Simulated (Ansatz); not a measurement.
ClCs, charge -1, doublet, at the geometry of the source list (a state made from the parent by changing its charge; the spin is typed, not shown lowest) (core potentials on Cs) (a gas-phase anion, which may not be bound at this level); Ansatz (a program for electronic structure) with PBE/def2-SVPD.

The Ansatz input:
Ansatz 0.2 input:
```yaml
crystal:
  periodic: [false, false, false]
  atoms:
    - {symbol: Cs, position_ang: [-0.89640000, -0.79160000, -0.84180000]}
    - {symbol: Cl, position_ang: [0.89640000, 0.79160000, 0.84180000]}
basis:
  gaussian:
    orbitals: def2-SVPD
hamiltonian:
  xc: pbe
total_charge: -1
magnetization: {spin_polarized: true, initial_magnetization: 1}
```

What does Ansatz print? Leave out banner, timings and long lists.


```
Functional definition: PBE
559 factors; their error is unknown
mean field evaluation 1: about -13007.6219 eV, gradient 6.3e1 eV
mean field evaluation 2: about -12960.7481 eV, gradient 1.4e2 eV
mean field evaluation 4: about -13062.6114 eV, gradient 1.5e1 eV
mean field evaluation 8: about -13065.1121 eV, gradient 6.9e-2 eV
mean field evaluation 16: about -13065.0968 eV, gradient 3.1e-5 eV
mean field evaluation 32: about -13064.6249 eV, gradient 1.2e-5 eV
mean field evaluation 64: about -13065.0585 eV, gradient 5.7e-1 eV
mean field -13065.09680474 eV, -480.1334517337 hartree, gradient 7.9e-6 eV, S^2 0.750039; 9 other end points of the search recorded, 0 dependent functions left out
reference -13065.09689167 eV, -480.1334549281 hartree; 14, 13 occupied and 40, 41 virtual orbitals, 559 factors
Total energy: -13065.09689167 eV, -480.1334549281 hartree
```
